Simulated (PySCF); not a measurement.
AlCd⁺: one state, many levels of theory

State: ¹Σ⁺ (singlet), closed shell. Set-up: Al def2-SVPD, Cd def2-SVPD with ECP28; scalar-relativistic core potentials (PySCF 2.14). De refers to Al⁺ + Cd in their ground configurations, without counterpoise correction. A positive dipole points towards Cd; it is taken about the centre of mass and depends on that origin.

```json
{"Level": "RHF-MP2", "Re (Å)": "3.071", "ωe (cm⁻¹)": "133", "De (eV)": "0.59", "μ (D)": "n/a"}
{"Level": "RHF-SCS-MP2", "Re (Å)": "3.105", "ωe (cm⁻¹)": "128", "De (eV)": "0.55", "μ (D)": "n/a"}
{"Level": "RHF-CCSD", "Re (Å)": "3.093", "ωe (cm⁻¹)": "130", "De (eV)": "0.55", "μ (D)": "n/a"}
{"Level": "RHF-CCSD(T)", "Re (Å)": "3.067", "ωe (cm⁻¹)": "135", "De (eV)": "0.59", "μ (D)": "n/a"}
{"Level": "PBE", "Re (Å)": "3.030", "ωe (cm⁻¹)": "143", "De (eV)": "0.83", "μ (D)": "-5.99"}
{"Level": "PBEsol", "Re (Å)": "2.976", "ωe (cm⁻¹)": "152", "De (eV)": "0.89", "μ (D)": "-5.84"}
{"Level": "BP86", "Re (Å)": "3.038", "ωe (cm⁻¹)": "140", "De (eV)": "0.76", "μ (D)": "-6.14"}
{"Level": "r²SCAN", "Re (Å)": "2.998", "ωe (cm⁻¹)": "149", "De (eV)": "0.83", "μ (D)": "-5.65"}
{"Level": "M06-L", "Re (Å)": "3.047", "ωe (cm⁻¹)": "138", "De (eV)": "0.79", "μ (D)": "-6.02"}
{"Level": "PBE0", "Re (Å)": "3.038", "ωe (cm⁻¹)": "146", "De (eV)": "0.80", "μ (D)": "-5.77"}
{"Level": "ωB97X", "Re (Å)": "3.090", "ωe (cm⁻¹)": "136", "De (eV)": "0.64", "μ (D)": "-6.32"}
```

Q: Which functional lies closest to RHF-CCSD(T) in De, which farthest, and by how much do they differ from it?

A: Closest is ωB97X (+2.3 pm in Re, +0.7 % in ωe, +0.05 eV in De against RHF-CCSD(T) in the same basis), farthest PBEsol (-9.1 pm in Re, +12.6 % in ωe, +0.30 eV in De). CCSD(T) converges more slowly with the basis than the functionals do and binds too weakly in this one, so the order can change at the basis-set limit.

Q: What does the step from GGA to meta-GGA do here, going from PBE to r²SCAN?

A: r²SCAN less PBE: -3.2 pm in Re, +4.2 % in ωe, +0.00 eV in De. 

Q: What does the triples do here, going from RHF-CCSD to RHF-CCSD(T)?

A: RHF-CCSD(T) less RHF-CCSD: -2.6 pm in Re, +3.8 % in ωe, +0.04 eV in De. Correlation nearly always deepens the well. The bond shortens, as in weak, metallic or heavy-atom bonds, where dispersion and the correlation of outer-core electrons pull the atoms together.

Correlated steps freeze 5 core orbitals. Closed-shell solutions of metal pairs were not tested for spin polarisation, which can lower them a little. Correlated levels converge slowly with the basis: in double zeta they bind strong bonds too weakly, by up to about 1 eV, and carry superposition errors of some tenths. For an ion De counts to the pair picked by the measured ionisation energies or electron affinities, which need not be the lowest pair at this level.

The whole job (state search and all levels along the bond) took about 3 min on 1 thread of Intel Xeon Platinum 8488C (shared host), peak memory 0.8 GiB.
